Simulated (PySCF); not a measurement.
## Xe²⁺: excitation energy

Xe²⁺ [Kr] 4d10 5s2 5p4 (3P) → Xe²⁺ [Kr] 4d10 5s2 5p3 6s1 (5S), as a difference of total energies. Computed with PySCF 2.14 in aug-cc-pwCVDZ-PP with ECP28MDF, with scalar relativity through the core potential. Correlated levels: valence: 4s2 4p6 4d10 frozen; valence and next inner shell: nothing frozen outside the core potential. The calculations carry no spin-orbit coupling.

```
                                method  excitation energy (eV)
                                   UHF                  13.944
                                   LDA                  14.398
                                   PBE                  14.231
                                  PBE0                  14.410
                                r2SCAN                  14.731
                                 wB97X                  15.111
                                 B3LYP                  14.540
                               r2SCAN0                  14.707
                                PBEsol                  14.295
                         MP2 (valence)                  13.902
                     SCS-MP2 (valence)                  14.065
    MP2 (valence and next inner shell)                  13.897
SCS-MP2 (valence and next inner shell)                  14.041
```

How much does correlation contribute at MP2 (valence and next inner shell)?

13.897 − (13.944) = -0.047 eV, measured against UHF.

The promoted electron is Rydberg-like, and one or two diffuse shells describe it only roughly, which tends to raise the upper state.
